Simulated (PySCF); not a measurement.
SMILES CS[SiH2][SiH2]O[SiH3], singlet, GFN2-xTB optimised geometry.

```
16

C      2.90    -2.71     0.00
S      1.08    -2.71     0.00
Si     0.73    -0.59     0.00
Si    -1.54    -0.27     0.01
O     -1.61     1.36    -0.01
Si    -2.38     2.79    -0.03
H      3.26    -2.20    -0.89
H      3.22    -3.75    -0.01
H      3.26    -2.22     0.90
H      1.50    -0.09     1.15
H      1.49    -0.09    -1.16
H     -2.28    -0.75    -1.16
H     -2.26    -0.72     1.20
H     -3.13     2.87    -1.28
H     -3.26     2.85     1.13
H     -1.28     3.75     0.04
```

Density from PBE/def2-TZVP in PySCF at that geometry.

Minimum of the electron density along straight lines between bonded atoms, close to the bond critical point (lines longer than 1.1 times the sum of covalent radii, or with two minima, are not listed):

```tsv
bond	length / Å	ρ at the minimum / e bohr⁻³	∇²ρ there / e bohr⁻⁵	position (fraction from the first atom)
C1–S2	1.816	0.175	-0.26	0.47
S2–Si3	2.152	0.097	0.08	0.64
Si3–Si4	2.290	0.101	-0.20	0.54
Si4–O5	1.624	0.138	0.90	0.42
O5–Si6	1.621	0.139	0.91	0.58
C1–H7	1.085	0.281	-0.96	0.65
C1–H8	1.085	0.281	-0.96	0.64
C1–H9	1.085	0.281	-0.96	0.65
Si3–H10	1.473	0.121	0.17	0.50
Si3–H11	1.473	0.121	0.17	0.50
Si4–H12	1.467	0.125	0.16	0.50
Si4–H13	1.467	0.125	0.16	0.50
Si6–H14	1.460	0.127	0.17	0.50
Si6–H15	1.460	0.127	0.17	0.50
Si6–H16	1.459	0.127	0.17	0.50
```
